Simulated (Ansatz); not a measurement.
`F[SiH2]C=S` + H₂O → `OC=S` + `F[SiH3]` at 700 K and 1 bar (formal hydrolysis of a C–Si bond).

Computed with Ansatz on PBE0-D4/def2-TZVP structures; ΔE is electronic, products minus reactants. CBS: MP2 limit from def2 TZ/QZ plus the TZ coupled-cluster correction, frozen cores. This one scheme is used for every species. Each species was taken in one conformer, which may not be the lowest.

```json
{"species": "`F[SiH2]C=S`", "CCSD(T)/CBS energy (Eh)": "-826.53208", "H − E (kJ/mol)": "153.2", "S (J/(mol·K))": "404.2"}
{"species": "H₂O", "CCSD(T)/CBS energy (Eh)": "-76.37941", "H − E (kJ/mol)": "80.5", "S (J/(mol·K))": "218.4"}
{"species": "`OC=S`", "CCSD(T)/CBS energy (Eh)": "-512.17609", "H − E (kJ/mol)": "119.7", "S (J/(mol·K))": "313.4"}
{"species": "`F[SiH3]`", "CCSD(T)/CBS energy (Eh)": "-390.72345", "H − E (kJ/mol)": "108.4", "S (J/(mol·K))": "291.4"}
```

H − E and S are ideal-gas, rigid-rotor, harmonic terms from PBE0-D4/def2-TZVP, for one conformer and one mirror image of each species. 1 Eh = 2625.50 kJ/mol, R = 8.31446 J/(mol·K).

Task: By hand: ΔE, ΔH, ΔS and ΔG.

Result: ΔE = (-512.17609) + (-390.72345) − (-826.53208) − (-76.37941) = 0.01195 Eh = 31.4 kJ/mol. Δ(H − E) = 119.7 + 108.4 − 153.2 − 80.5 = -5.6, so ΔH = 25.8 kJ/mol. ΔS = 313.4 + 291.4 − 404.2 − 218.4 = -17.8 J/(mol·K). ΔG = 25.8 − 700 × (-17.8)/1000 = 38.3 kJ/mol.

Task: By hand: the equilibrium constant, and the temperature at which ΔG would vanish if ΔH and ΔS stayed fixed.

Result: log₁₀ K = −ΔG/(RT ln 10) = -2.9. ΔH and −TΔS have one sign here, so there is no such temperature.

TΔS isn't small against ΔH here. A doubt of 5 kJ/mol in ΔE shifts log₁₀ K by 0.4 here. Other conformers and mirror images would add mixing entropy, several J/(mol·K) or more a flexible species. These are equilibria of isolated gas molecules and say nothing of rates. Largest T1 diagnostic: 0.018 (customary marks: 0.02 for closed shells, 0.045 for open ones).
